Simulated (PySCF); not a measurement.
How methods differ on the excitation energy of Pd⁺

Pd⁺ [Kr] 4d9 (2D) → Pd⁺ [Kr] 4d8 5s1 (4F), as a difference of total energies. Computed with PySCF 2.14 in aug-cc-pwCVDZ-PP with ECP28MDF (6s6p5d3f, 70 functions), with a scalar-relativistic core potential. Correlated levels: valence: 4s2 4p6 frozen. The calculations carry no spin-orbit coupling.

Task: Order these methods by the excitation energy they give, lowest first.
A. SCS-MP2 (valence)
B. CCSD (valence)
C. UHF
D. CCSD(T) (valence)

Result: C (18314 cm⁻¹), B (24029 cm⁻¹), D (24456 cm⁻¹), A (26694 cm⁻¹).

Errors of the correlated levels include the incompleteness of this basis and the frozen core.

For comparison: 25762 cm⁻¹ (measured; NIST levels, between the centres of gravity of the two terms).
